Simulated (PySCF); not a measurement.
The numbers are results of PBE-D3(BJ)/def2-TZVP // PBE0-D4/def2-TZVP (PySCF), not measurements. Isolated molecules, 0 K electronic values unless said otherwise. One relaxed conformer stands for a flexible species; it need not be the lowest. Excitations are Tamm–Dancoff values on a coarser integration grid. The basis has no diffuse functions, so Rydberg states are missing or too high.

Reference species (SMILES): `[Cl][In]([Cl])[Cl]` (neutral, multiplicity 1).

```yaml
T1 excitation (TDA): 4.10 eV
LUMO: -3.76 eV
```

Changed species: `[SH][In]([Cl])[SH]` (H–S–In–Cl torsion -180°, Cl–In–S–H torsion 0°) (2 of 3 Cl replaced by SH; the reference has 0 of 3 Cl replaced by SH).

Q: Predict the effect on the T1 excitation (TDA) and LUMO.

A: the T1 excitation (TDA) drops by 0.55 eV, to 3.55 eV; the LUMO goes up by 0.84 eV, to -2.92 eV.
